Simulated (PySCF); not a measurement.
W(O)(NH)(NH2)(Me) (CH6N2OW), SMILES [CH3][W](=[NH])([NH2])=[O], multiplicity 1.

The structure is a stationary point at B3LYP-D3(BJ)/def2-SVP. The multiplicity is an assumed one; no other spin state was optimised. The structure was generated by enumeration; whether it is a known compound was not checked. The def2 effective core potentials stand for the cores of W; spin–orbit coupling is left out. Other conformers were not sampled.

Level of theory: TDDFT-LC-ωPBE/def2-SVPD run with PySCF.

Vertical excitations. 

Computed excitation energies, oscillator strengths and character:
```tsv
state	energy (eV)	λ (nm)	f	main pairs
S1	5.06	245	0.005	HOMO→LUMO+1 45 %, HOMO→LUMO 31 %, HOMO−1→LUMO 15 %
S2	5.27	235	0.010	HOMO→LUMO+1 39 %, HOMO→LUMO 33 %, HOMO−1→LUMO 11 %, HOMO−1→LUMO+1 8 %
S3	5.33	233	0.003	HOMO−1→LUMO 65 %, HOMO→LUMO 16 %
S4	6.02	206	0.033	HOMO−2→LUMO 61 %
S5	6.18	200	0.036	HOMO−1→LUMO+1 59 %, HOMO→LUMO+8 10 %
S6	6.31	196	0.006	HOMO−2→LUMO+1 47 %, HOMO−3→LUMO 34 %
S7	6.58	188	0.026	HOMO−3→LUMO 40 %, HOMO−2→LUMO+1 25 %, HOMO−2→LUMO 10 %, HOMO−5→LUMO 7 %
S8	6.88	180	0.008	HOMO→LUMO+3 25 %, HOMO−3→LUMO+1 18 %, HOMO→LUMO+4 9 %, HOMO−4→LUMO+1 6 %
S9	6.94	179	0.004	HOMO→LUMO+4 42 %, HOMO→LUMO+6 12 %, HOMO→LUMO+7 9 %
S10	7.02	177	0.023	HOMO−5→LUMO 40 %, HOMO−1→LUMO+4 16 %
T1	4.45	279	0	HOMO−1→LUMO+1 43 %, HOMO→LUMO 17 %, HOMO−1→LUMO 15 %
T2	4.63	268	0	HOMO→LUMO 52 %, HOMO→LUMO+1 22 %, HOMO−1→LUMO+1 14 %
T3	4.72	263	0	HOMO→LUMO+1 49 %, HOMO→LUMO 23 %, HOMO−1→LUMO 12 %
T4	5.05	246	0	HOMO−1→LUMO 66 %, HOMO−1→LUMO+1 14 %, HOMO→LUMO+1 11 %
```
Triplets are in the Tamm–Dancoff approximation, which puts them higher than full response would, so one can lie above its singlet here.
